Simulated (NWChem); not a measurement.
The numbers come from NWChem runs, not from measurements. System: CH$_{3}$FSi, charge 1, spin multiplicity 2, at the geometry of a parent with another charge or spin, in a state set for the comparison that need not be this species' ground state. Its SCF solution wasn't tested for a lower state. Level: ROCCSD(T)/pcseg-1, 7 core orbitals frozen.

Input file:

```
start mol
memory heap 100 mb stack 700 mb global 1900 mb
charge 1
geometry units angstroms nocenter noautoz
  Si     0.072930    -0.682227     0.000000
  F      1.330350     0.383310     0.000000
  C     -1.351128     0.584271     0.000000
  H     -2.346716     0.111632     0.000000
  H     -1.270341     1.242067    -0.886116
  H     -1.270341     1.242067     0.886116
  symmetry group Cs
end
basis spherical
  * library pcseg-1
end
scf
  rohf
  nopen 1
  maxiter 100
  thresh 1e-7
  semidirect memsize 60000000 filesize 0
  # guess.movecs holds the orbitals of an unrestricted PBE0 run
  vectors input guess.movecs output mol.movecs
end
tce
  freeze core 7
  ccsd(t)
  2eorb
  2emet 13
  thresh 1e-6
  maxiter 100
  tilesize 24
end
task tce energy
```

Part of the output:

```
             Northwest Computational Chemistry Package (NWChem) 7.3.0
             --------------------------------------------------------

                                NWChem Input Module
                                -------------------

 Scaling coordinates for geometry "geometry" by  1.889725989
 (inverse scale =  0.529177249)

 Turning off AUTOSYM since
 SYMMETRY directive was detected!

                             Geometry "geometry" -> ""
                             -------------------------

 Output coordinates in angstroms (scale by  1.889725989 to convert to a.u.)

  No.       Tag          Charge          X              Y              Z
 ---- ---------------- ---------- -------------- -------------- --------------
    1 Si                  14.0000     0.07293000    -0.68222700     0.00000000
    2 F                    9.0000     1.33035000     0.38331000     0.00000000
    3 C                    6.0000    -1.35112800     0.58427100     0.00000000
    4 H                    1.0000    -2.34671600     0.11163200     0.00000000
    5 H                    1.0000    -1.27034100     1.24206700    -0.88611600
    6 H                    1.0000    -1.27034100     1.24206700     0.88611600

 Effective nuclear repulsion energy (a.u.)      97.3305136870

            Nuclear Dipole moment (a.u.)
            ----------------------------
        X                 Y               Z
 ---------------- ---------------- ----------------
     0.0000075589     0.0000075589     0.0000000000

      Symmetry information
      --------------------

 Group name             Cs
 Group number              2
 Group order               2
 No. of unique centers     5

      Symmetry unique atoms

     1    2    3    4    5


 Summary of "ao basis" -> "" (spherical)
 ------------------------------------------------------------------------------
       Tag                 Description            Shells   Functions and Types
 ---------------- ------------------------------  ------  ---------------------
 *                          pcseg-1                   on all atoms

 Summary of "ao basis" -> "ao basis" (spherical)
 ------------------------------------------------------------------------------
       Tag                 Description            Shells   Functions and Types
 ---------------- ------------------------------  ------  ---------------------
 Si                         pcseg-1                  8       18   4s3p1d
 F                          pcseg-1                  6       14   3s2p1d
 C                          pcseg-1                  6       14   3s2p1d
 H                          pcseg-1                  3        5   2s1p

                                 NWChem SCF Module
                                 -----------------

  ao basis        = "ao basis"
  functions       =    61
  atoms           =     6
  closed shells   =    15
  open shells     =     1
  charge          =   1.00
  wavefunction    = ROHF
  use symmetry    = T
  symmetry adapt  = T

 Summary of "ao basis" -> "ao basis" (spherical)
 ------------------------------------------------------------------------------
       Tag                 Description            Shells   Functions and Types
 ---------------- ------------------------------  ------  ---------------------
 Si                         pcseg-1                  8       18   4s3p1d
 F                          pcseg-1                  6       14   3s2p1d
 C                          pcseg-1                  6       14   3s2p1d
 H                          pcseg-1                  3        5   2s1p

      Symmetry analysis of basis
      --------------------------

        a'         42
        a"         19

 Forming initial guess at       0.0s

      Symmetry analysis of molecular orbitals - initial
      -------------------------------------------------

  Numbering of irreducible representations:

     1 a'          2 a"

  Orbital symmetries:

     1 a'          2 a'          3 a'          4 a'          5 a"
     6 a'          7 a'          8 a'          9 a'         10 a'
    11 a'         12 a"         13 a'         14 a"         15 a'
    16 a'         17 a"         18 a'         19 a'         20 a'
    21 a"         22 a'         23 a'         24 a"         25 a'
    26 a'

 Starting SCF solution at       0.0s

 ----------------------------------------------
         Quadratically convergent ROHF

 Convergence threshold     :          1.000E-07
 Maximum no. of iterations :          100
 Final Fock-matrix accuracy:          1.000E-09
 ----------------------------------------------

              iter       energy          gnorm     gmax       time
             ----- ------------------- --------- --------- --------
                 1     -427.5908154185  5.71D-01  1.59D-01      0.3
                 2     -427.6186498181  2.11D-01  7.48D-02      0.4
                 3     -427.6252540658  2.06D-02  7.40D-03      0.4
                 4     -427.6255126660  8.18D-04  3.20D-04      0.6
                 5     -427.6255132598  2.32D-06  1.08D-06      0.7
                 6     -427.6255132598  6.51D-09  1.62D-09      0.8

       Final ROHF results
       ------------------

         Total SCF energy =   -427.625513259844
      One-electron energy =   -778.080274705285
      Two-electron energy =    253.124247758443
 Nuclear repulsion energy =     97.330513686998

        Time for solution =      0.8s

       Symmetry analysis of molecular orbitals - final
       -----------------------------------------------

  Numbering of irreducible representations:

     1 a'          2 a"

[...]
              MO Center= -9.3D-01,  1.7D-01, -3.3D-13, r^2= 2.3D+00
   Bfn.  Coefficient  Atom+Function         Bfn.  Coefficient  Atom+Function
  ----- ------------  ---------------      ----- ------------  ---------------
    36      0.386888  3 C  px                 3      0.362634  1 Si s
    47     -0.310914  4 H  s                 22      0.279947  2 F  px
     8     -0.257124  1 Si px                39      0.209897  3 C  px
     2     -0.207910  1 Si s                 25      0.201192  2 F  px

 Vector   16  Occ=1.000000D+00  E=-4.746058D-01  Symmetry=a'
              MO Center=  2.4D-02, -1.0D+00,  5.1D-14, r^2= 2.0D+00
   Bfn.  Coefficient  Atom+Function         Bfn.  Coefficient  Atom+Function
  ----- ------------  ---------------      ----- ------------  ---------------
     9      0.625209  1 Si py                 3     -0.478382  1 Si s
     4     -0.281237  1 Si s                  2      0.264303  1 Si s
     6     -0.201828  1 Si py                 8     -0.192723  1 Si px
    37     -0.179572  3 C  py                36      0.157536  3 C  px
    23     -0.150101  2 F  py

 Vector   17  Occ=0.000000D+00  E=-2.132786D-01  Symmetry=a"
              MO Center=  4.3D-02, -7.2D-01, -6.3D-15, r^2= 3.0D+00
   Bfn.  Coefficient  Atom+Function         Bfn.  Coefficient  Atom+Function
  ----- ------------  ---------------      ----- ------------  ---------------
    10      0.665160  1 Si pz                13      0.528483  1 Si pz
     7     -0.221419  1 Si pz                53      0.187852  5 H  s
    58     -0.187852  6 H  s                 27     -0.185529  2 F  pz
    24     -0.160105  2 F  pz

 Vector   18  Occ=0.000000D+00  E=-9.826843D-02  Symmetry=a'
              MO Center=  1.8D-01, -9.6D-01,  9.0D-15, r^2= 4.5D+00
   Bfn.  Coefficient  Atom+Function         Bfn.  Coefficient  Atom+Function
  ----- ------------  ---------------      ----- ------------  ---------------
    11      1.033378  1 Si px                35      0.521777  3 C  s
     8      0.409567  1 Si px                21     -0.344139  2 F  s
     4     -0.332467  1 Si s                 40     -0.223248  3 C  py
    39      0.173863  3 C  px                48      0.169483  4 H  s

 Vector   19  Occ=0.000000D+00  E=-3.890680D-02  Symmetry=a'
              MO Center= -1.9D-01,  5.0D-02,  3.6D-14, r^2= 6.3D+00
   Bfn.  Coefficient  Atom+Function         Bfn.  Coefficient  Atom+Function
  ----- ------------  ---------------      ----- ------------  ---------------
    35      1.365343  3 C  s                 12     -1.044929  1 Si py
     4     -0.841137  1 Si s                 21      0.369373  2 F  s
    39      0.365401  3 C  px                53     -0.335698  5 H  s
    58     -0.335698  6 H  s                 11      0.268665  1 Si px
     9     -0.153711  1 Si py

 center of mass
 --------------
 x =   0.18823561 y =  -0.06635536 z =   0.00000000

 moments of inertia (a.u.)
 ------------------
          87.625556648956          15.729346094672           0.000000000000
          15.729346094672         233.725488183998           0.000000000000
           0.000000000000           0.000000000000         310.047258315200

  Mulliken analysis of the total density
  --------------------------------------

    Atom       Charge   Shell Charges
 -----------   ------   -------------------------------------------------------
    1 Si  14    12.65   2.00  2.00  1.09  0.22  5.99  1.15  0.01  0.17
    2 F    9     9.46   2.00  0.95  1.01  3.40  2.10  0.01
    3 C    6     6.55   2.00  0.71  0.55  2.06  1.21  0.02
    4 H    1     0.80   0.74  0.04  0.02
    5 H    1     0.78   0.72  0.03  0.02
    6 H    1     0.78   0.72  0.03  0.02

 Mulliken analysis of the open-shell density
 -------------------------------------------

    Atom       Charge   Shell Charges
 -----------   ------   -------------------------------------------------------
    1 Si  14     0.84   0.00  0.00  0.20  0.13  0.00  0.48  0.03  0.01
    2 F    9     0.03   0.00  0.00 -0.00  0.03  0.00 -0.00
    3 C    6     0.12   0.00  0.01  0.00  0.09  0.02  0.00
    4 H    1     0.00   0.00  0.00  0.00
    5 H    1     0.00   0.00  0.00  0.00
    6 H    1     0.00   0.00  0.00  0.00

       Multipole analysis of the density wrt the origin
       ------------------------------------------------

     L   x y z        total         open         nuclear
     -   - - -        -----         ----         -------
     0   0 0 0      1.000000     -1.000000     32.000000

     1   1 0 0     -1.120780     -0.045361      0.000008
     1   0 1 0     -1.250149      1.902834      0.000008
     1   0 0 1      0.000000     -0.000000      0.000000

     2   2 0 0    -15.175907     -2.391982    127.454259
     2   1 1 0     -2.321760      1.228554    -15.217571
     2   1 0 1     -0.000000     -0.000000      0.000000
     2   0 2 0    -12.625341     -6.891845     46.368730
     2   0 1 1      0.000000      0.000000      0.000000
     2   0 0 2    -13.742476     -1.377619      5.608011

                   NWChem Extensible Many-Electron Theory Module
                   ---------------------------------------------


            General Information
            -------------------
      Number of processors :     1
         Wavefunction type : Restricted open-shell Hartree-Fock
          No. of electrons :    31
           Alpha electrons :    16
            Beta electrons :    15
           No. of orbitals :   122
            Alpha orbitals :    61
             Beta orbitals :    61
        Alpha frozen cores :     7
         Beta frozen cores :     7
     Alpha frozen virtuals :     0
      Beta frozen virtuals :     0
         Spin multiplicity : doublet
    Number of AO functions :    61
       Number of AO shells :    29
        Use of symmetry is : on
      Symmetry adaption is : on
         Schwarz screening : 0.10D-09

          Correlation Information
          -----------------------
          Calculation type : Coupled-cluster singles & doubles w/ perturbation
   Perturbative correction : (T)
            Max iterations :      100
        Residual threshold : 0.10D-05
     T(0) DIIS level shift : 0.00D+00
     L(0) DIIS level shift : 0.00D+00
     T(1) DIIS level shift : 0.00D+00
     L(1) DIIS level shift : 0.00D+00
     T(R) DIIS level shift : 0.00D+00
     T(I) DIIS level shift : 0.00D+00
   CC-T/L Amplitude update :  5-th order DIIS
                I/O scheme : Global Array Library
        L-threshold :  0.10D-05
        EOM-threshold :  0.10D-05
 no EOMCCSD initial starts read in
 TCE RESTART OPTIONS
 SLICE:      F
 D4D5:       F
 quantumc:   F
 qrotation:  F
 pwtce:      F
 qducc:      F
 nacto:                         0
 nrotv:                         0
 nrot:                          0

            Memory Information
            ------------------
          Available GA space size is     249029358 doubles
          Available MA space size is     104851956 doubles

 Maximum block size supplied by input
 Maximum block size        24 doubles

 tile_dim =     16

 -------------------------------------------------
   1    alpha     a'     6 doubles       0       1
   2    alpha     a'     1 doubles       6       2
   3    alpha     a"     2 doubles       7       3
   4    beta      a'     6 doubles       9       4
   5    beta      a"     2 doubles      15       5
   6    alpha     a'    14 doubles      17       6
   7    alpha     a'    15 doubles      31       7
   8    alpha     a"    16 doubles      46       8
   9    beta      a'     1 doubles      62       9
  10    beta      a'    14 doubles      63      10
  11    beta      a'    15 doubles      77      11
  12    beta      a"    16 doubles      92      12

 Global array virtual files algorithm will be used

 Parallel file system coherency ......... OK

 4-electron integrals stored in orbital form

 v2    file size   =          1061086
 4-index algorithm nr.  13 is used
 imaxsize =       30
 imaxsize ichop =        0


CCSD iterations
 ---------------------------------------------------------
 Iter          Residuum       Correlation     Cpu    Wall
 ---------------------------------------------------------
    1   0.1636009477831  -0.3951755218266     0.2     0.2
    2   0.0438575851389  -0.4056297577480     0.2     0.2
    3   0.0178905831172  -0.4133352421625     0.2     0.2
    4   0.0083820292681  -0.4149291730231     0.2     0.2
    5   0.0057893152856  -0.4158146451746     0.2     0.2
    6   0.0033279384066  -0.4163829216443     0.2     0.2
    7   0.0015779433667  -0.4165438011314     0.2     0.2
    8   0.0014043385043  -0.4164983918615     0.2     0.2
    9   0.0006779663530  -0.4165743990011     0.2     0.2
   10   0.0007781670440  -0.4165630108018     0.2     0.2
   11   0.0001335056731  -0.4166161395522     0.2     0.2
   12   0.0000603347827  -0.4166192608339     0.2     0.2
   13   0.0000330292211  -0.4166228271028     0.2     0.2
   14   0.0000229041218  -0.4166230734253     0.2     0.2
   15   0.0000119592347  -0.4166239477006     0.2     0.2
   16   0.0000051144108  -0.4166244467685     0.2     0.2
   17   0.0000050953301  -0.4166241594057     0.2     0.2
   18   0.0000023823685  -0.4166242670584     0.2     0.2
   19   0.0000033624640  -0.4166242016503     0.2     0.2
   20   0.0000019960224  -0.4166243095894     0.2     0.2
   21   0.0000002786117  -0.4166243175236     0.2     0.2
 -----------------------------------------------------------------
 Iterations converged
 CCSD correlation energy / hartree =        -0.416624317523575
 CCSD total energy / hartree       =      -428.042137577367441

 Singles contributions

 Doubles contributions
 CCSD(T)
 Using plain CCSD(T) code
             total no. of tasks          373
 total no. of tasks / no. procs          373
                         wl_min           24           1.7
                         wl_max       829440           9.7
        thresh for no. of tasks          373

 CCSD[T]  correction energy / hartree =        -0.012284544468987
 CCSD[T] correlation energy / hartree =        -0.428908861992562
 CCSD[T] total energy / hartree       =      -428.054422121836410
 CCSD(T)  correction energy / hartree =        -0.010542622570440
 CCSD(T) correlation energy / hartree =        -0.427166940094015
 CCSD(T) total energy / hartree       =      -428.052680199937868

 Task  times  cpu:       11.9s     wall:       11.9s

 Total times  cpu:       11.9s     wall:       11.9s
```
